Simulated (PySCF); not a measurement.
C4H3ClO2 (charge -1 and doublet state).
Structure used (GFN2-xTB), in Å, numbered top down from 1:
```
atom  x, y, z in Å
O1    -1.511   -1.630    1.176
C2    -0.643   -0.952    0.660
C3    -0.806    0.045   -0.485
C4     0.595    0.530   -0.707
Cl5    0.708    2.671   -0.824
C6     1.356   -0.066    0.221
O7     0.629   -0.985    1.039
H8    -1.228   -0.453   -1.362
H9    -1.490    0.844   -0.195
H10    2.400   -0.001    0.454
```

The species is `[O-][C]1CC(Cl)=CO1` [radical] (charge -1).

The calculation used UKS B3LYP, pcH-1 on C Cl H O, non-relativistic, mean-field spin-orbit, GIAO (PySCF). Whether the extra electron is bound in the gas phase wasn't checked; a finite basis holds it in any case. The geometry wasn't refined by DFT: couplings that depend on bond lengths, twists or pyramidal angles can differ widely from those at the functional's own minimum, by a factor of two or more for some ions and for spin on atoms past the first row. The SCF solution wasn't tested for stability.

(1) Predict the first-order ENDOR lines of H10, H8/H9 and Cl5 under fast tumbling at B = 344.9 mT (X band).

(2) Which pairs are centred on the nuclear Larmor frequency, and which on half the coupling?

Results:

(1) ν± = |νn ± a/2|, one line for each electron-spin manifold; νn = |g_N| × 7.62259 MHz/T × B.

```json
{"nuclei": "H10", "isotope": "1H", "g_N": "5.5857", "νn (MHz)": "14.68", "a_iso (MHz)": "-7.14", "lower line (MHz)": "11.11", "upper line (MHz)": "18.26"}
{"nuclei": "H8/H9", "isotope": "1H", "g_N": "5.5857", "νn (MHz)": "14.68", "a_iso (MHz)": "2.76", "lower line (MHz)": "13.30", "upper line (MHz)": "16.07"}
{"nuclei": "Cl5", "isotope": "35Cl", "g_N": "0.5479", "νn (MHz)": "1.44", "a_iso (MHz)": "156.55", "lower line (MHz)": "76.83", "upper line (MHz)": "79.71"}
```

(2) Centred on νn, since |a| < 2νn: H10 and H8/H9. Centred on |a|/2 and split by 2νn: Cl5.

Means are taken over nuclei equivalent by connectivity, which assumes that they swap fast. The 1H value of +2.8 MHz is a mean of couplings from -4.7 to 10.2 MHz in this one geometry, not an average over conformers.

Main isotope only: 35Cl (natural samples also hold 24 % 37Cl, magnetic too, which adds its own pattern).

The Mulliken spin populations are largest on C4 (+0.54), Cl5 (+0.28) and C6 (+0.15). The angles at C4 add up to 335.7°, so it is pyramidal.

Hardware: one thread, x86-64 server, no GPU (shared host). Cost: 35 s of wall time.

The SMILES draws the unpaired electron on C2; the largest computed Mulliken spin population is on C4 (0.54 against 0.02).
